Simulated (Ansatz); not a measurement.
Geometry optimisation, RKS BHLYP-D4/def2-SVP in Ansatz 0.2.0.

Input file:

```yaml
crystal:
  periodic: [false, false, false]
  atoms:
    - { symbol: Mg, position_ang: [-0.669664, -2.071583, -0.524362] }
    - { symbol: O, position_ang: [0.183449, -1.676091, 1.232242] }
    - { symbol: Cl, position_ang: [-1.609303, -3.090486, -2.221166] }
    - { symbol: H, position_ang: [0.136216, 1.507788, -0.516743] }
    - { symbol: "N", position_ang: [-0.412264, 1.220999, -1.322939] }
    - { symbol: H, position_ang: [1.142595, 0.353056, 1.470573] }
    - { symbol: O, position_ang: [1.200442, 1.315247, 1.472679] }
    - { symbol: H, position_ang: [0.595777, -2.358027, 1.758148] }
    - { symbol: H, position_ang: [0.115128, 1.447059, -2.154511] }
    - { symbol: H, position_ang: [-1.257553, 1.77466, -1.339969] }
    - { symbol: H, position_ang: [0.575177, 1.577377, 2.146148] }
basis:
  gaussian: { orbitals: def2-SVP }
hamiltonian:
  xc: { name: BHLYP }
  dispersion: d4
relax:
  f_tol: 0.03
  max_steps: 50
```

Run as:

```bash
$ ansatz run input.yaml --threads 2 --pin off --max-ram 3072MiB --backend cpu --events-out ev --progress --plain --runs-dir out
```

Problem. Where does it end, and by what steps?

Solution. It converged. The force dipped under the threshold on the way, but the program's further checks kept it going. After 13 steps the energy has fallen by 1.615 eV; Mg1 moved furthest, 0.81 Å. Joined: Mg1–N5 (3.40 → 2.12 Å).

| step | energy less start (eV) | largest force component (eV/Å) | accepted |
| --- | --- | --- | --- |
| 0 | 0.0000 | 1.982 | yes |
| 1 | -0.4573 | 1.026 | yes |
| 2 | -0.8178 | 0.929 | yes |
| 3 | -1.1611 | 0.858 | yes |
| 4 | -1.4697 | 0.324 | yes |
| 5 | -1.5567 | 1.043 | yes |
| 6 | -1.5296 | 1.060 | no |
| 7 | -1.6114 | 0.126 | yes |
| 8 | -1.6135 | 0.041 | yes |
| 9 | -1.6140 | 0.036 | yes |
| 10 | -1.6146 | 0.026 | yes |
| 11 | -1.6150 | 0.022 | yes |
| 12 | -1.6152 | 0.021 | yes |
| 13 | -1.6154 | 0.028 | yes |

```xyz
11
Properties=species:S:1:pos:R:3
Mg -0.534 -1.273 -0.600
O 0.421 -1.342 0.968
Cl -1.738 -2.463 -2.044
H 0.098 1.203 -0.295
N -0.331 0.767 -1.125
H 0.868 0.230 1.355
O 0.918 1.214 1.321
H 0.698 -2.049 1.538
H 0.281 0.942 -1.915
H -1.198 1.250 -1.334
H 0.516 1.521 2.131
```

The run took 36 s on 2 threads of Intel(R) Xeon(R) Platinum 8488C (Sapphire Rapids), on a shared host, peak memory 0.25 GiB.
